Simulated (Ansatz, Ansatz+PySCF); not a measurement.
```xyz
10

C     0.0285    1.1799    0.6964
C     0.6021    0.2238    1.2082
C    -0.6468    1.2069   -0.5141
C     0.7131   -1.0617    0.7016
C    -0.5969   -0.0486   -1.1186
C     0.0637   -1.1492   -0.5288
H    -1.1536    2.0508   -0.9599
H     1.2173   -1.9020    1.1563
H    -1.0826   -0.1908   -2.0763
H     0.0608   -2.0957   -1.0554
```

Basis set: def2-SVP (spherical functions). Frozen core: 6 orbitals. Charge 0, multiplicity 3.

Computed with Ansatz (development build ahead of 0.2.0); each method stands on the lowest determinant of its kind that the runs found.

Task: Give the atomization energy at this shape (free ground-state atoms in the same class of orbitals less the molecule, no zero-point energy) of triplet C₆H₄ by UHF-MP2, UHF.

Result:

```tsv
method	atomization energy
UHF-MP2	46.46 eV
UHF	35.84 eV
```

Caution: another spin multiplicity may lie lower; the shape is not the minimum; the unrestricted determinant is spin contaminated.
